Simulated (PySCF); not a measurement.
## Basis and Hamiltonian dependence of the excitation energy of B²⁺

B²⁺ [He] 2s1 (2S) → B²⁺ [He] 2p1 (2P). All values are computed (PySCF 2.14, energy differences of UHF-based or UKS calculations, no spin-orbit coupling). Values in eV.

```json
{"basis": "aug-cc-pVDZ-DK", "Hamiltonian": "spin-free X2C", "functions": "23", "UHF": "6.098", "r2SCAN": "5.449", "PBE0": "5.547", "CCSD(T) (valence and next inner shell)": "n/a"}
{"basis": "aug-cc-pwCVDZ", "Hamiltonian": "non-relativistic", "functions": "27", "UHF": "6.154", "r2SCAN": "5.507", "PBE0": "5.617", "CCSD(T) (valence and next inner shell)": "6.139"}
{"basis": "ANO-RCC-VTZP", "Hamiltonian": "spin-free X2C", "functions": "30", "UHF": "6.082", "r2SCAN": "5.406", "PBE0": "5.529", "CCSD(T) (valence and next inner shell)": "6.038"}
{"basis": "x2c-TZVPPall", "Hamiltonian": "spin-free X2C", "functions": "31", "UHF": "6.053", "r2SCAN": "5.375", "PBE0": "5.488", "CCSD(T) (valence and next inner shell)": "6.031"}
{"basis": "def2-TZVPPD", "Hamiltonian": "non-relativistic", "functions": "37", "UHF": "6.044", "r2SCAN": "5.366", "PBE0": "5.478", "CCSD(T) (valence and next inner shell)": "6.021"}
{"basis": "dyall-av2z", "Hamiltonian": "non-relativistic", "functions": "42", "UHF": "6.038", "r2SCAN": "5.376", "PBE0": "5.473", "CCSD(T) (valence and next inner shell)": "n/a"}
{"basis": "aug-cc-pVTZ-DK", "Hamiltonian": "spin-free X2C", "functions": "46", "UHF": "6.080", "r2SCAN": "5.402", "PBE0": "5.519", "CCSD(T) (valence and next inner shell)": "n/a"}
{"basis": "aug-cc-pCVTZ-DK", "Hamiltonian": "spin-free X2C", "functions": "59", "UHF": "6.079", "r2SCAN": "5.401", "PBE0": "5.515", "CCSD(T) (valence and next inner shell)": "6.059"}
{"basis": "aug-cc-pVTZ with one added diffuse shell each of s, p, d, f type", "Hamiltonian": "non-relativistic", "functions": "62", "UHF": "6.071", "r2SCAN": "5.393", "PBE0": "5.510", "CCSD(T) (valence and next inner shell)": "n/a"}
{"basis": "dyall-av3z", "Hamiltonian": "non-relativistic", "functions": "71", "UHF": "6.046", "r2SCAN": "5.365", "PBE0": "5.486", "CCSD(T) (valence and next inner shell)": "n/a"}
{"basis": "aug-cc-pCVTZ-DK with one added diffuse shell each of s, p, d, f type", "Hamiltonian": "spin-free X2C", "functions": "75", "UHF": "6.079", "r2SCAN": "5.401", "PBE0": "5.515", "CCSD(T) (valence and next inner shell)": "6.059"}
{"basis": "aug-cc-pCVQZ-DK", "Hamiltonian": "spin-free X2C", "functions": "109", "UHF": "6.059", "r2SCAN": "5.376", "PBE0": "5.497", "CCSD(T) (valence and next inner shell)": "n/a"}
{"basis": "aug-cc-pV5Z", "Hamiltonian": "non-relativistic", "functions": "127", "UHF": "6.045", "r2SCAN": "5.360", "PBE0": "5.483", "CCSD(T) (valence and next inner shell)": "n/a"}
```

Question: Estimate the row for aug-cc-pVQZ-DK (spin-free X2C, 80 functions).

Answer: From the rows with the same Hamiltonian and similar size; the calculation gives UHF 6.06; r2SCAN 5.38; PBE0 5.50 (eV).

Frozen in the all-electron rows: valence: 1s2; valence and next inner shell: nothing.
